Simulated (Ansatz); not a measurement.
Isolated molecules relaxed with PBE0-D4/def2-TZVP in Ansatz; ΔE leaves out vibrations. CBS: MP2 limit from def2 TZ/QZ plus the TZ coupled-cluster correction, frozen cores. DFT in def2-TZVPP. B3LYP here is the variant with VWN-RPA as its local correlation; programs differ in this. Elements past krypton have def2 core potentials. For Te outer-core shells are correlated without core-valence functions, which leaves a few kJ/mol of doubt a bond. One conformer a species, not always the lowest.

Reaction (ligand exchange at a B–S bond): `CCSB(O)O` + `CC[TeH]` → `CC[Te]B(O)O` + `CCS`

`CCSB(O)O`:

Cartesian coordinates in Å:
```
C 0.712 1.513 0.849
C -0.264 1.299 -0.287
S 0.230 -0.030 -1.426
B -0.277 -1.521 -0.522
O -0.041 -2.765 -1.038
O -0.910 -1.418 0.679
H 0.390 2.353 1.471
H 1.713 1.731 0.472
H 0.768 0.625 1.481
H -0.340 2.190 -0.914
H -1.262 1.067 0.084
H 0.411 -2.762 -1.884
H -1.132 -2.283 1.035
```

`CC[TeH]`:

Cartesian coordinates in Å:
```
C -0.963 0.620 -0.264
C 0.030 -0.400 0.251
Te 2.027 0.143 -0.360
H -0.755 1.619 0.128
H -1.978 0.350 0.043
H -0.952 0.678 -1.355
H -0.169 -1.393 -0.151
H 0.029 -0.449 1.339
H 2.731 -1.168 0.370
```

`CC[Te]B(O)O`:

```xyz
13

C    -0.893    1.519    0.649
C    -0.471    1.166   -0.763
Te   -0.959   -0.852   -1.355
B     0.627   -1.804   -0.205
O     1.559   -1.123    0.519
O     0.666   -3.159   -0.235
H    -0.419    0.875    1.394
H    -0.630    2.555    0.885
H    -1.972    1.407    0.773
H     0.600    1.304   -0.928
H    -0.978    1.793   -1.497
H     1.473   -0.169    0.481
H     1.397   -3.513    0.282
```

`CCS`:

Z-matrix (Å, degrees):
```
C
C 1 1.514
H 1 1.094 2 110.6
H 1 1.091 2 111.0 3 120.4
H 1 1.093 2 111.0 3 -119.6
S 2 1.813 1 114.1 3 -177.2
H 2 1.092 1 111.5 3 58.7
H 2 1.093 1 110.8 3 -60.2
H 6 1.343 2 96.8 1 -62.2
```

| level | ΔE (kJ/mol) | difference from CCSD(T)/CBS |
| --- | --- | --- |
| r2SCAN-D4 | 25.8 | 5.4 |
| B3LYP-D4 | 24.9 | 4.5 |
| B2PLYP | 24.1 | 3.7 |
| r2SCAN | 25.9 | 5.5 |
| PBE0 | 24.6 | 4.2 |
| B3LYP | 26.2 | 5.8 |
| CCSD/def2-TZVPP | 23.5 | 3.1 |
| HF/CBS(def2) | 31.3 | 10.9 |
| MP2/CBS(def2) | 17.0 | -3.4 |
| CCSD/CBS(def2) | 21.8 | 1.4 |
| CCSD(T)/CBS | 20.4 | 0 |

Largest T1 diagnostic among the species: 0.012.

In def2-TZVPP, CCSD(T) changes the Hartree–Fock value by −9.5 kJ/mol (the triples alone add −1.4 kJ/mol) and MP2 by −12.9 kJ/mol.
